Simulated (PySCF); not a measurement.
Computed shifts of a molecule C4H8Si, HF/pcSseg-1 in PySCF, GIAO, gas phase, atoms alike by connectivity averaged where their shifts nearly agree, in ppm (number of nuclei): ²⁹Si: -34.8 (1). ¹³C: 109.8 (1), 90.7 (1), 0.8 (2). ¹H: 4.33 (1), 2.93 (1), 0.59 (6). References: ²⁹Si against TMS (σ = 393.8 ppm); ¹³C against TMS (σ = 192.6 ppm); ¹H against TMS (σ = 31.99 ppm), references at their B3LYP-D3(BJ)/def2-TZVP geometries, non-relativistic. The structure is a stationary point at B3LYP-D3(BJ)/def2-SVP. Other conformers were not sampled.

Task: Which molecule gave these data?
A. C#CC[SiH2]C
B. C#C[SiH](C)C
C. CCC#C[SiH3]
D. C=C=CC[SiH3]

Result: B, C#C[SiH](C)C
